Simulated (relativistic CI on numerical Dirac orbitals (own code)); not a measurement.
Tl⁶⁰⁺: computed level list

Method of calculation: Dirac-Coulomb-Breit CI, KLI orbitals optimised for each configuration, a model potential for QED, unscaled Slater integrals (own radial code, finite nucleus).

Configurations in the expansion (outside the closed core [Ne]): 3s²3p⁶3d³, 3s²3p⁵3d⁴, 3s3p⁶3d⁴, 3s²3p⁶3d²4s, 3s²3p⁶3d²4p, 3s²3p⁶3d²4d, 3s²3p⁵3d³4s, 3s²3p⁶3d²4f, 3s²3p⁵3d³4p, 3s3p⁶3d³4s, 3p⁶3d⁴4p, 3s²3p⁶3d4s4p, 3s3p⁶3d³4p, 3s²3p⁶3d²5s, 3s²3p⁶3d²5p, 3s²3p⁶3d4p4d, 3s²3p⁶3d²5d, 3s²3p⁶3d²5f, 3s²3p⁶3d²5g, 3s3p⁶3d²4s4p, 3s²3p⁶3d²6s, 3p⁶3d⁵, 3p⁵3d⁶, 3p⁵3d⁵4s, 3p⁶3d⁴4s, 3p⁵3d⁴4s², 3s²3p⁶3d4s², 3s²3p⁶4s²4p, 3s²3p⁶4s²4d, 3s²3p⁶3d4s4d, 3s²3p⁶4s4p4d, 3s²3p⁶4s4d², 3s²3p⁵3d4s²4d, 3s²3p⁶3d4p², 3s²3p⁶4s4p², 3s²3p⁶4p³, 3s²3p⁶4p²4d, 3s²3p⁵3d4s4p², 3s²3p⁶3d4d², 3s²3p⁶4p4d², 3s²3p⁶4d³, 3s²3p⁵3d4s4d², 3s3p⁶3d²4s², 3s3p⁶3d4s²4p, 3s3p⁶3d4s²4d. Double excitations out of closed p, d and f shells are left out; levels of such configurations are missing from the list, as are those of other unlisted configurations, and high levels can miss mixing partners. These lack a partner that the ground configuration has and come out too high: 3s²3p⁵3d³4p.

The lowest level is 3s²3p⁶3d³ ⁴F3/2, with 41 % of that term; Hund's rules for 3s²3p⁶3d³ give ⁴F with J = 3/2, in agreement.

```csv
No.,Configuration,Term,J,E (eV),%,Next component (%)
1,3s²3p⁶3d³,⁴F,3/2,0.000,41,41 ²D
2,3s²3p⁶3d³,⁴F,5/2,103.320,80,18 ²D
3,3s²3p⁶3d³,⁴P,3/2,110.465,38,34 ⁴F
4,3s²3p⁶3d³,²H,9/2,114.134,48,41 ²G
5,3s²3p⁶3d³,²G,7/2,114.920,50,28 ⁴F
6,3s²3p⁶3d³,⁴P,1/2,116.789,56,44 ²P
7,3s²3p⁶3d³,²D,5/2,144.791,48,27 ⁴P
8,3s²3p⁶3d³,⁴F,7/2,216.476,70,28 ²G
9,3s²3p⁶3d³,⁴F,9/2,221.802,49,40 ²H
10,3s²3p⁶3d³,⁴P,3/2,228.445,40,37 ²D
11,3s²3p⁶3d³,²P,1/2,231.886,56,44 ⁴P
12,3s²3p⁶3d³,²H,11/2,232.296,100,
13,3s²3p⁶3d³,⁴P,5/2,232.918,42,38 ²D
14,3s²3p⁶3d³,²F,7/2,243.662,77,21 ²G
15,3s²3p⁶3d³,²F,5/2,244.050,45,38 ²D
16,3s²3p⁶3d³,²D,3/2,268.679,82,14 ²P
17,3p⁵3d⁴(3P),⁴P°,3/2,323.978,20,19 ⁴D°
18,3s²3p⁶3d³,²G,9/2,335.368,48,40 ⁴F
19,3s²3p⁶3d³,²P,3/2,351.919,44,39 ²D
20,3s²3p⁶3d³,²D,5/2,363.829,58,22 ²F
21,3p⁵3d⁴(3P),⁴D°,5/2,419.895,28,24 ⁶D°
22,3p⁵3d⁴(5D),⁴P°,1/2,428.971,27,22 ²P°
23,3p⁵3d⁴(3P),²D°,3/2,430.415,25,22 ⁴F°
24,3p⁵3d⁴(3F),⁴F°,9/2,431.925,28,21 ⁴G°
25,3p⁵3d⁴(1D),²F°,7/2,432.188,24,23 ⁴D°
26,3p⁵3d⁴(3F),⁴G°,11/2,436.364,31,29 ²H°
27,3p⁵3d⁴(1G),²G°,7/2,439.416,21,20 ²F°
28,3p⁵3d⁴(5D),⁴F°,5/2,446.043,24,22 ²D°
29,3p⁵3d⁴(3F),⁴D°,3/2,449.995,22,18 ⁴P°
30,3p⁵3d⁴(3F),⁴D°,5/2,454.182,25,18 ⁴F°
31,3p⁵3d⁴(3F),²G°,9/2,455.523,31,21 ⁴F°
32,3p⁵3d⁴(3F),⁴F°,7/2,459.603,25,23 ²F°
33,3p⁵3d⁴(5D),⁴D°,1/2,478.593,42,32 ²P°
34,3p⁵3d⁴(1G),²F°,5/2,485.121,39,34 ⁴G°
35,3p⁵3d⁴(1F),²D°,3/2,494.409,39,33 ⁴F°
36,3p⁵3d⁴(5D),⁶D°,7/2,528.930,30,19 ⁶F°
37,3p⁵3d⁴(5D),⁶D°,9/2,529.308,30,16 ⁴H°
38,3p⁵3d⁴(3F),⁴D°,1/2,535.576,30,29 ⁴P°
39,3p⁵3d⁴(5D),⁴F°,3/2,535.862,22,22 ⁶D°
40,3p⁵3d⁴(3F),⁴G°,11/2,536.099,30,25 ⁶F°
41,3p⁵3d⁴(5D),⁴F°,5/2,539.637,23,22 ⁶P°
42,3p⁵3d⁴(3H),⁴I°,13/2,541.203,46,44 ⁴H°
43,3s²3p⁵3d⁴,⁴F°,7/2,543.777,22,21 ²G°
44,3p⁵3d⁴(1I),²K°,15/2,544.384,53,47 ⁴I°
45,3p⁵3d⁴(3G),⁴G°,11/2,544.507,31,25 ²I°
46,3s²3p⁵3d⁴,²G°,9/2,546.166,25,22 ⁶F°
47,3p⁵3d⁴(3F),⁴F°,7/2,546.501,24,16 ⁴G°
48,3p⁵3d⁴(3D),⁴F°,5/2,549.807,20,20 ²D°
49,3p⁵3d⁴(3D),⁴P°,3/2,550.840,29,21 ⁴D°
50,3p⁵3d⁴(3G),²H°,9/2,551.486,40,25 ⁴G°
51,3p⁵3d⁴(3D),⁴D°,5/2,551.934,39,18 ⁴P°
52,3p⁵3d⁴(1I),²I°,13/2,555.576,55,30 ⁴H°
53,3p⁵3d⁴(3P),⁴D°,7/2,556.595,35,18 ⁴G°
54,3p⁵3d⁴(1G),²F°,5/2,557.264,39,21 ⁴G°
55,3p⁵3d⁴(3F),⁴G°,9/2,557.994,35,32 ²G°
56,3p⁵3d⁴(1G),²H°,11/2,558.749,55,31 ⁴H°
57,3p⁵3d⁴(3F),⁴F°,3/2,561.950,36,32 ²D°
58,3p⁵3d⁴(3H),⁴G°,7/2,570.758,25,22 ²F°
59,3p⁵3d⁴(3F),⁴G°,11/2,572.117,49,29 ²H°
60,3p⁵3d⁴(3D),²D°,3/2,573.993,28,18 ⁴F°
61,3p⁵3d⁴(3H),²H°,9/2,576.161,31,20 ²G°
62,3p⁵3d⁴(3F),⁴D°,1/2,576.433,56,16 ²P°
63,3p⁵3d⁴(1G),²F°,5/2,578.184,37,16 ²D°
64,3s²3p⁵3d⁴,⁴D°,3/2,580.553,25,23 ²P°
65,3p⁵3d⁴(5D),⁴F°,5/2,581.549,32,19 ⁴P°
66,3p⁵3d⁴(3P),⁴D°,7/2,582.586,28,26 ²G°
67,3p⁵3d⁴(1G),²H°,11/2,586.207,48,25 ²I°
68,3p⁵3d⁴(3F),⁴F°,9/2,590.578,44,30 ²G°
69,3p⁵3d⁴(3F),⁴D°,3/2,593.747,32,23 ⁴F°
70,3p⁵3d⁴(3G),²G°,7/2,595.168,27,26 ²F°
```

Energies count from the lowest computed level; ° marks odd parity. Percentages are summed over parent terms; the parents shown are those of the largest component, closed shells are left out there.

The mean weight of the leading LS term, summed over parents, in these 70 levels is 39 %, and that of the leading jj configuration (from the same eigenvectors) 98 %, so jj coupling describes them better and the LS labels are nominal.

At this charge energies of transitions that change n are usually good to better than 1 %, and those within a shell (Δn = 0) to a few per cent.

LS names give the leading component of a level, which can be under half, so a name can repeat, a term be missing and a line seem to break the LS rules.
